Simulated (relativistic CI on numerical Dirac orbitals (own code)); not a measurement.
Tl54+: sensitivity of the levels to the model

Base calculation: Dirac-Coulomb-Breit CI, orbitals from a KLI potential per configuration, model QED (radiative potential, 1s self-energy scaled to tabulated hydrogen-like ionisation energies), unscaled Slater integrals.

Configurations in the expansion (outside the closed core [Ne]): 3s²3p⁶3d⁹, 3s²3p⁵3d¹⁰, 3s3p⁶3d¹⁰, 3s²3p⁶3d⁸4s, 3s²3p⁶3d⁸4p, 3s²3p⁴3d¹⁰4s, 3s²3p⁶3d⁸4d, 3s²3p⁴3d¹⁰4p, 3s²3p⁵3d⁹4s, 3s²3p⁶3d⁸4f, 3s²3p⁴3d¹⁰4d, 3s²3p⁵3d⁹4p, 3s3p⁵3d¹⁰4s, 3s²3p⁶3d⁷4s², 3s3p⁵3d¹⁰4p, 3s²3p⁵3d⁹4d, 3s²3p⁶3d⁷4s4p, 3s3p⁶3d⁹4s, 3s3p⁵3d¹⁰4d, 3s²3p⁵3d⁹4f, 3p⁶3d¹⁰4s, 3s²3p⁶3d⁸5s, 3s²3p⁶3d⁷4p², 3s²3p⁶3d⁷4s4d, 3s3p⁶3d⁹4p, 3s²3p⁶3d⁸5p, 3p⁶3d¹⁰4p, 3s²3p⁵3d⁸4s², 3s²3p⁶3d⁸5d, 3s²3p⁶3d⁷4p4d, 3s²3p⁶3d⁸5f, 3p⁶3d¹⁰4d, 3s²3p⁵3d⁸4s4p, 3s3p⁶3d⁹4d, 3s²3p⁶3d⁸5g, 3s²3p⁶3d⁷4d². Levels of other configurations are missing.

The lowest level and the first level of each name with at least 55 % of one term (blank where a level has no safe partner in the second run):

```csv
Level,Base (eV),Shift (eV)
3s²3p⁶3d⁹ ²D5/2,0.00,0.00
3s²3p⁶3d⁹ ²D3/2,103.39,-0.02
3s²3p⁵3d¹⁰ ²P°3/2,538.06,+0.02
3s²3p⁵3d¹⁰ ²P°1/2,1023.50,+0.11
3s3p⁶3d¹⁰ ²S1/2,1299.88,+0.21
3s²3p⁶3d⁸4s ⁴F9/2,2031.76,+0.76
3s²3p⁶3d⁸4s ²F7/2,2035.22,+0.41
3s²3p⁶3d⁸4s ⁴F7/2,2134.31,+0.92
3s²3p⁶3d⁸4s ⁴F5/2,2135.21,+0.86
3s²3p⁶3d⁸4s ²G9/2,2150.97,-0.88
3s²3p⁶3d⁸4s ²G7/2,2151.75,-0.92
3s²3p⁶3d⁸4s ²P1/2,2153.43,-0.82
3s²3p⁶3d⁸4p ²P°1/2,2178.20,-2.04
3s²3p⁶3d⁸4s ⁴F3/2,2243.43,+0.49
```

At this charge energies of transitions that change n are usually good to better than 1 %, and those within a shell (Δn = 0) to a few per cent.

Task: One thing was changed in a second run, which moved the levels as shown. Which?
A. QED terms removed
B. non-relativistic limit
C. valence Slater integrals scaled by 0.9
D. configuration mixing switched off
E. Breit term removed

Result: C. Valence Slater integrals scaled by 0.9. Scaling acts on the splittings between terms and on the mixing, and leaves the fine structure of pure LS terms nearly alone; in jj coupling it moves the levels of one term differently.

LS names give the leading component of a level, which can be under half, so a name can repeat, a term be missing and a line seem to break the LS rules.
